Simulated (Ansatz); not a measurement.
`C[N]([GeH3])[SiH](O)F` + `C[SiH](Cl)[SiH2]O` → `C[SiH](Cl)[GeH3]` + `CN([SiH2]O)[SiH](O)F`  (redistribution)

Gas-phase electronic energies from Ansatz, PBE0-D4/def2-TZVP geometries. CCSD(T)/CBS adds triple-zeta CCSD(T) − MP2 to the extrapolated MP2 energy (def2 sets, frozen cores). Functionals use def2-TZVPP. For Ge outer-core shells are correlated without core-valence functions, which leaves a few kJ/mol of doubt a bond. Scalar relativity is left out up to krypton. One conformer a species, not always the lowest.

`C[N]([GeH3])[SiH](O)F`:

Cartesian coordinates in Å:
```
C -0.460 0.898 -1.434
N -0.104 0.187 -0.213
Ge -1.087 0.647 1.286
Si 1.057 -1.040 -0.240
O 1.806 -1.057 1.212
F 0.456 -2.513 -0.446
H -1.478 0.662 -1.766
H 0.221 0.633 -2.248
H -0.393 1.983 -1.299
H -0.792 -0.358 2.401
H -0.711 2.081 1.702
H -2.575 0.616 0.887
H 1.966 -0.830 -1.387
H 2.094 -1.909 1.545
```

`C[SiH](Cl)[SiH2]O`:

```xyz
12

C     0.518   -0.744   -1.708
Si    0.858    0.289   -0.195
Cl    1.938   -0.874    1.161
Si   -1.049    0.877    1.043
O    -1.561   -0.463    1.862
H     1.451   -1.099   -2.152
H    -0.099   -1.609   -1.457
H    -0.014   -0.146   -2.453
H     1.725    1.448   -0.538
H    -0.709    2.000    1.963
H    -2.183    1.297    0.181
H    -0.874   -0.977    2.294
```

`C[SiH](Cl)[GeH3]`:

Z-matrix (Å, degrees):
```
C
Si 1 1.862
H 1 1.092 2 110.9
H 1 1.092 2 110.5 3 -120.3
H 1 1.094 2 110.0 3 119.9
Cl 2 2.070 1 108.9 3 61.8
Ge 2 2.379 1 112.6 3 -57.7
H 2 1.487 1 110.5 3 178.5
H 7 1.538 2 110.1 1 58.5
H 7 1.540 2 110.3 1 -60.9
H 7 1.536 2 110.8 1 178.9
```

`CN([SiH2]O)[SiH](O)F`:

```xyz
15

C     1.231   -1.067   -0.942
N     0.233   -0.274   -0.212
Si   -0.666   -1.196    0.958
O    -1.805   -0.270    1.673
Si    0.040    1.361   -0.607
O    -0.613    2.100    0.708
F     1.472    1.982   -0.937
H     0.776   -1.662   -1.740
H     1.995   -0.426   -1.384
H     1.746   -1.753   -0.261
H     0.322   -1.752    1.924
H    -1.360   -2.330    0.297
H    -1.575    0.663    1.755
H    -0.777    1.666   -1.801
H    -1.019    2.958    0.569
```

```tsv
level	ΔE (kJ/mol)
PBE-D4	-79.0
PBE0-D4	-83.0
PBE0	-82.6
HF/def2-TZVPP	-82.7
CCSD(T)/def2-TZVPP	-83.6
SCS-MP2/def2-QZVPP	-83.3
HF/CBS(def2)	-83.5
CCSD/CBS(def2)	-86.0
```

What does CCSD(T)/CBS give? (Estimate.)

The calculation gave: -85.5 kJ/mol. The listed levels differ from it by 6.5, 2.5, 2.9, 2.8, 1.9, 2.2, 2.0, -0.5 kJ/mol.

Largest T1 diagnostic among the species: 0.012.

From PBE to PBE0 (25 % exact exchange), in def2-TZVPP and without D4, ΔE moves by −4.2 kJ/mol.
